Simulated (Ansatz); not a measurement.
Calculated with Ansatz (gas phase, PBE0-D4/def2-TZVP geometries, no zero-point term in ΔE). CCSD(T)/CBS is the MP2 limit (def2-TZVPP, def2-QZVPP) plus CCSD(T) − MP2 in def2-TZVPP, frozen cores. For Br outer-core shells are correlated without core-valence functions, which leaves a few kJ/mol of doubt a bond. Scalar relativity is left out up to krypton. Each species was taken in one conformer, which may not be the lowest.

Reaction (ligand exchange at a B–N bond): `BN[SiH](C)Cl` + `C[SiH](O)Br` → `BO[SiH](C)Br` + `C[SiH](N)Cl`

`BN[SiH](C)Cl`:

Z-matrix (Å, degrees):
```
Si
N 1 1.737
Cl 1 2.064 2 108.6
C 1 1.847 2 111.8 3 120.9
H 1 1.482 2 108.8 3 -113.9
B 2 1.400 1 128.0 3 -116.3
H 2 1.012 1 115.6 3 62.8
H 4 1.091 1 111.1 2 -60.3
H 4 1.092 1 110.9 2 60.5
H 4 1.092 1 109.2 2 -179.9
H 6 1.197 2 119.4 1 -0.4
H 6 1.197 2 119.5 1 179.9
```

`C[SiH](O)Br`:

Z-matrix (Å, degrees):
```
C
Si 1 1.852
H 1 1.092 2 110.4
H 1 1.093 2 110.0 3 119.8
H 1 1.092 2 111.1 3 -119.9
O 2 1.637 1 113.4 3 -177.9
Br 2 2.235 1 107.6 3 60.6
H 2 1.477 1 112.8 3 -57.9
H 6 0.958 2 118.4 1 -69.2
```

`BO[SiH](C)Br`:

Cartesian coordinates in Å:
```
B -0.980 1.880 0.868
O -0.824 0.819 0.053
Si -0.269 -0.728 0.100
C 1.064 -0.928 -1.162
Br 0.534 -1.205 2.117
H -1.460 2.873 0.397
H -0.644 1.815 2.018
H -1.430 -1.615 -0.124
H 0.680 -0.677 -2.154
H 1.421 -1.960 -1.176
H 1.908 -0.274 -0.937
```

`C[SiH](N)Cl`:

```xyz
10

C     0.905    0.112    1.074
Si   -0.342   -0.522   -0.141
N    -0.424    0.520   -1.488
Cl   -2.143   -0.713    0.885
H     0.954   -0.539    1.949
H     1.895    0.160    0.615
H     0.633    1.113    1.418
H    -0.047   -1.881   -0.651
H    -0.501    1.516   -1.351
H    -0.931    0.234   -2.311
```

```
       species  HF/def2-QZVPP energy (Eh)
`BN[SiH](C)Cl`                 -869.74504
 `C[SiH](O)Br`                -2977.23802
`BO[SiH](C)Br`                -3002.54739
 `C[SiH](N)Cl`                 -844.44106
```

Task: Work out ΔE.

Result: ΔE = (-3002.54739) + (-844.44106) − (-869.74504) − (-2977.23802) = -0.00539 Eh = -0.15 eV. CCSD(T)/CBS gives -0.02 eV.

Largest T1 diagnostic among the species: 0.011.

In def2-TZVPP, CCSD(T) changes the Hartree–Fock value by +0.13 eV (the triples alone add +0.02 eV) and MP2 by +0.13 eV.
